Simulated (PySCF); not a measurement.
**A ladder for the ionisation energy of Ce²⁺**

Ce²⁺ [Xe] 4f2 (high-spin determinant) → Ce³⁺ [Xe] 4f1 (2F). Scalar values calculated with PySCF 2.14 in x2c-TZVPPall (spin-free X2C; valence: [Kr] 4d10 frozen; valence and next inner shell: [Ar] 3d10 frozen). The spin-orbit shift comes from two-component X2C-1e calculations (generalised Hartree-Fock, GHF, and MP2 on its spinors, GMP2) in x2c-TZVPPall-2c: GMP2 gives 19.436 eV without and 19.459 eV with screened spin-orbit coupling, a shift of 0.023 eV (GHF: 0.017 eV). Sums use unrounded values; where a UHF row is shifted, it takes the GHF shift.

```
                                method  scalar (eV)  plus spin-orbit shift (eV)  error (eV)
                                   UHF       17.985                      18.002      -2.195
                                   LDA       21.461                      21.484       1.287
                                   PBE       21.279                      21.302       1.104
                                  PBE0       20.730                      20.752       0.555
                                r2SCAN       21.154                      21.177       0.979
                         MP2 (valence)       19.097                      19.120      -1.078
                     SCS-MP2 (valence)       18.868                      18.891      -1.306
    MP2 (valence and next inner shell)       19.246                      19.269      -0.929
SCS-MP2 (valence and next inner shell)       19.017                      19.039      -1.158
                                 TPSSh       20.931                      20.954       0.756
                                B2PLYP       20.088                      20.110      -0.087
                                 HSE06       20.695                      20.718       0.520
                        CCSD (valence)       19.100                      19.122      -1.075
                     CCSD(T) (valence)       19.183                      19.206      -0.991
```

Reference: 20.197 eV (semi-empirical (NIST evaluation); NIST Atomic Spectra Database, ionization energies).

The errors of the correlated levels include the incompleteness of the basis and the frozen core, so a lower level can come closer by cancellation.

One determinant mixes LS terms of the configuration, so the numbers do not refer to single terms.
